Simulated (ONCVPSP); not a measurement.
## Which change was made? (Kr, ONCV)

```
Element                 : krypton (Kr)
Generator               : ONCVPSP 4.0.1
Type                    : optimised norm-conserving Vanderbilt (ONCV)
Functional              : LDA (Perdew-Zunger)
Relativity              : scalar-relativistic
Frozen core             : [Ne] 3s2
Valence charge          : 24
Reference configuration : 3p6 3d10 4s2 4p5.5 (charge +0.5)
Partial waves           : 4s: rc 1.35 bohr, ncon 3, nbas 7, qcut 5.2 1/bohr, 2 projectors, debl 1.6 Ha; 3p+4p: rc 0.85 bohr, ncon 4, nbas 7, qcut 12.8 1/bohr, 2 projectors; 3d: rc 1.00 bohr, ncon 4, nbas 9, qcut 13.1 1/bohr, 2 projectors, debl 1.2 Ha
Local potential         : polynomial inside 0.65 bohr (lpopt 4, dvloc0 6 Ha)
Core correction         : polynomial model core, fcfact 0.25
```

In the d channel the program set the typed energies aside and used -3.213, 0.250 Ha.

Cutoffs, loose and tight: the cutoffs (Ha) at which the residual kinetic energy of the hardest occupied pseudo-wave falls to 1 and 0.1 mHa per electron. They do not see the model core or the augmentation charge, which bear on the density cutoff. Test errors are all-electron minus pseudo excitation energies from the reference, over the configurations 3p6 3d10 4s2 4p6; 3p6 3d10 4s2 4p5; 3p6 3d10 4s2 4p4; 3p6 3d9 4s2 4p6; variants that change the core or the reference have their own tests. The largest error is taken over the tests solved by every variant that gives reliable tests at all, those not shown here included: 3p6 3d10 4s2 4p4; 3p6 3d10 4s2 4p5; 3p6 3d10 4s2 4p6.

The base gives: outcome: generated, projector energies reset by the program; cutoff, loose: 101 Ha; cutoff, tight: 302 Ha; bound ghosts: s; GHOST(+) flags above zero: none; largest test error (meV): -1.2.

Task: After one change the result is: outcome: generated, projector energies reset by the program; cutoff, loose: 395 Ha; cutoff, tight: 588 Ha; bound ghosts: s; GHOST(+) flags above zero: none; largest test error (meV): -2.1. Which change was it?
A. d: qcut 11.4
B. d: qcut 19.6
C. d: qcut 8.2

Result: C. The others give: d: qcut 19.6 → outcome: generated, projector energies reset by the program; cutoff, loose: 134 Ha; cutoff, tight: 150 Ha; bound ghosts: s; GHOST(+) flags above zero: none; largest test error (meV): -0.7 | d: qcut 11.4 → outcome: generated, projector energies reset by the program; cutoff, loose: 296 Ha; cutoff, tight: 378 Ha; bound ghosts: s; GHOST(+) flags above zero: none; largest test error (meV): -1.5.
